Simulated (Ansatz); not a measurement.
A CCSD(T) single point on CH₄Cl₂SiTe (`[SiH3]C(Cl)(Cl)[TeH]`).

```yaml
crystal:
  periodic: [false, false, false]
  atoms:
    - {symbol: Si, position_ang: [-0.008010, -1.149699, 0.295309]}
    - {symbol: C, position_ang: [0.259285, 0.485361, -0.630735]}
    - {symbol: Cl, position_ang: [1.918962, 1.045652, -0.346723]}
    - {symbol: Cl, position_ang: [-0.015328, 0.208098, -2.369669]}
    - {symbol: Te, position_ang: [-1.216557, 1.962332, -0.045576]}
    - {symbol: H, position_ang: [0.134488, -0.867667, 1.744400]}
    - {symbol: H, position_ang: [1.023546, -2.116759, -0.155026]}
    - {symbol: H, position_ang: [-1.369528, -1.641438, -0.018123]}
    - {symbol: H, position_ang: [-0.638457, 2.027822, 1.509043]}
basis:
  gaussian: {orbitals: def2-TZVPP}
correlation: {method: ccsd_t}
output: {orbitals: {seedname: orbitals}}
```

```sh
$ ansatz run in.yaml --threads 4 --pin off --events-out ev --progress --plain --max-ram 10444MiB
```

The program prints (abridged):

```
Functional definition: HF
1716 factors; integrals over basis functions are off by at most 8.5e-4 eV
mean field evaluation 1: about -41226.4351 eV, gradient 2.2e1 eV
mean field evaluation 2: about -41226.8383 eV, gradient 2.2e1 eV
mean field evaluation 4: about -41229.0313 eV, gradient 4.7e0 eV
mean field evaluation 8: about -41229.1356 eV, gradient 4.2e-1 eV
mean field evaluation 16: about -41229.1368 eV, gradient 2.0e-6 eV
mean field -41229.13677327 eV, -1515.1428303051 hartree, gradient 2.0e-6 eV, S^2 0.000000; 0 other end points of the search recorded, 0 dependent functions left out
20 core orbitals not correlated: weight in the atoms' cores, before any rotation towards them, 1.000 or more for the frozen orbitals, at most 0.000 for the correlated occupied ones
reference -41229.13677327 eV, -1515.1428303051 hartree; 21, 21 occupied and 222, 222 virtual orbitals, 1716 factors
second order -31.32243389 eV of doubles, -0.00000000 eV of singles
cycle   1  -31.07302314 eV  change    2.5e-1 eV  update   1.3e-1
cycle   2  -31.93382067 eV  change   -8.6e-1 eV  update   3.9e-2
cycle   3  -32.08529762 eV  change   -1.5e-1 eV  update   1.8e-2
cycle   4  -32.06353653 eV  change    2.2e-2 eV  update   4.6e-3
cycle   5  -32.06206597 eV  change    1.5e-3 eV  update   2.2e-3
cycle   6  -32.06311931 eV  change   -1.1e-3 eV  update   7.2e-4
cycle   7  -32.06268530 eV  change    4.3e-4 eV  update   3.3e-4
cycle   8  -32.06260257 eV  change    8.3e-5 eV  update   1.0e-4
cycle   9  -32.06268825 eV  change   -8.6e-5 eV  update   4.8e-5
cycle  10  -32.06266363 eV  change    2.5e-5 eV  update   1.5e-5
perturbative correction -1.24411768 eV, -0.0457204816 hartree
Total energy: -41262.44355458 eV, -1516.3668319422 hartree
```

It took 3.7 min on 4 threads of an Intel Xeon Platinum 8375C on a shared host, with 6.5 GiB of host memory at the peak.

The correlation energy is -33.307 eV, 3.7 % of it from (T); the T1 diagnostic reads 0.0115.
